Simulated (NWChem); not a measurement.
System: C$_{2}$H$_{5}$BF$_{2}$O; SMILES OB(CF)CF

```xyz
11

O      1.3530    -0.0457    -0.0061
B      0.0129     0.0203    -0.0028
C     -0.7191     1.4195     0.0022
F      0.1433     2.4870     0.0061
C     -0.7960    -1.3494    -0.0103
F      0.1055    -2.4073     0.0128
H      1.6370    -0.9723    -0.0105
H     -1.3886     1.4914     0.8829
H     -1.3864     1.4951    -0.8797
H     -1.4294    -1.4470    -0.9111
H     -1.4705    -1.4418     0.8603
```
Atoms are numbered in this order, from 1.

Program: NWChem. Structure relaxed at the PBE0/def2-SVP level.

For level PW6B95/def2-TZVP:

```
Quantity                     Value
---------------------------  -----
highest occupied level (eV)  -8.76
orbital gap (eV)              8.78
```

Estimate the same quantities for level CAM-B3LYP/def2-TZVP.


| Property | Value |
|---|---|
| highest occupied level (eV) | -10.12 |
| orbital gap (eV) | 11.30 |
